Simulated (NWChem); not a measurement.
A series in which one site is exchanged, each optimised at PBE0/def2-SVP with NWChem, gas phase unless a solvent is named. All stand in one matching conformer (torsions within 35°), which need not be the lowest. This build's default masses of Se (78.918 u) and Br (79.917 u) are each other's, which moves their modes by up to 0.6 %. For some, no frequency run checked for a minimum. def2 effective core potentials on I; no spin-orbit coupling.

A: [OH][Zn][I] (ZnHOI; site = I)
B: [F][Zn][OH] (ZnHOF; site = F)
C: [Zn]([Cl])[OH] (ZnHOCl; site = Cl)
D: [OH][Zn][Br] (ZnHOBr; site = Br)

Values for A:

```
Quantity                                               Result
-----------------------------------------------------  ------
dipole (D), PBE0/def2-SVP                                1.61
vertical ionisation energy, ΔSCF, B3LYP/def2-SVP (eV)    9.71
static polarisability, B3LYP/def2-SVPD (bohr³)           64.2
lowest singlet excitation, B3LYP/def2-SVPD, TDA (eV)     4.67
```

**Question.** How do these values change for the other members?

**Answer.** 
```
change from A                                              B      C      D
-----------------------------------------------------  -----  -----  -----
dipole (D), PBE0/def2-SVP                              +0.40  +0.29  +0.16
vertical ionisation energy, ΔSCF, B3LYP/def2-SVP (eV)  +1.35  +0.79  +0.51
static polarisability, B3LYP/def2-SVPD (bohr³)         -38.2  -23.2  -14.6
lowest singlet excitation, B3LYP/def2-SVPD, TDA (eV)   +0.71  +0.65  +0.47
```
